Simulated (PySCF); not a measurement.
## Electron correlation in Os(2+) (osmium, charge +2)

[Xe] 4f14 5d5 6p1, high-spin 7P determinant (an excited configuration). Computed with PySCF 2.14 in x2c-TZVPPall with one added diffuse shell each of s, p, d, f type (12s8p8d4f1g, 113 functions), with the spin-free X2C one-electron Hamiltonian (Gaussian nucleus). Frozen: [Xe] 4f14; 6 electrons correlated.

```csv
level,correlation energy (mhartree)
CCSD,-69.57
(T),-0.99
CCSD(T),-70.56
```

Diagnostics: T1 = 0.0058, D1 = 0.0151, largest double amplitude 0.031.

Spin-orbit coupling, absent here, splits the open shell strongly.

Cost of the coupled-cluster step: of the order of 7 core-seconds, for 6 correlated electrons.

Iterations:

```
CC2 = 0
CCSD nocc = (np.int64(6), np.int64(0)), nmo = (79, 79)
frozen orbitals [[0, 1, 2, 3, 4, 5, 6, 7, 8, 9, 10, 11, 12, 13, 14, 15, 16, 17, 18, 19, 20, 21, 22, 23, 24, 25, 26, 27, 28, 29, 30, 31, 32, 33], [0, 1, 2, 3, 4, 5, 6, 7, 8, 9, 10, 11, 12, 13, 14, 15, 16, 17, 18, 19, 20, 21, 22, 23, 24, 25, 26, 27, 28, 29, 30, 31, 32, 33]]
max_cycle = 100
direct = 0
conv_tol = 1e-08
conv_tol_normt = 1e-06
diis_space = 8
diis_start_cycle = 0
Init t2, MP2 energy = -0.0629828093506238
Init E_corr(UCCSD) = -0.062982809350938
cycle = 1  E_corr(UCCSD) = -0.0685261945502721  dE = -0.0055433852  norm(t1,t2) = 0.0201959
cycle = 2  E_corr(UCCSD) = -0.0692272549940069  dE = -0.000701060444  norm(t1,t2) = 0.00826979
cycle = 3  E_corr(UCCSD) = -0.0695560707828661  dE = -0.000328815789  norm(t1,t2) = 0.00504909
cycle = 4  E_corr(UCCSD) = -0.069534293227321  dE = 2.17775555e-05  norm(t1,t2) = 0.00233244
cycle = 5  E_corr(UCCSD) = -0.0695695488389702  dE = -3.52556116e-05  norm(t1,t2) = 0.000510746
cycle = 6  E_corr(UCCSD) = -0.0695682827748421  dE = 1.26606413e-06  norm(t1,t2) = 7.02123e-05
cycle = 7  E_corr(UCCSD) = -0.0695684413645247  dE = -1.58589683e-07  norm(t1,t2) = 3.24439e-05
cycle = 8  E_corr(UCCSD) = -0.0695685570820676  dE = -1.15717543e-07  norm(t1,t2) = 0.000122971
cycle = 9  E_corr(UCCSD) = -0.0695684764341692  dE = 8.06478983e-08  norm(t1,t2) = 1.10983e-05
cycle = 10  E_corr(UCCSD) = -0.0695685238939387  dE = -4.74597695e-08  norm(t1,t2) = 1.75248e-06
cycle = 11  E_corr(UCCSD) = -0.0695685329121399  dE = -9.01820114e-09  norm(t1,t2) = 2.50226e-07
UCCSD converged
E(UCCSD) = -17249.0076697579  E_corr = -0.06956853291213989
UCCSD(T) correction = -0.000986726078500232
```
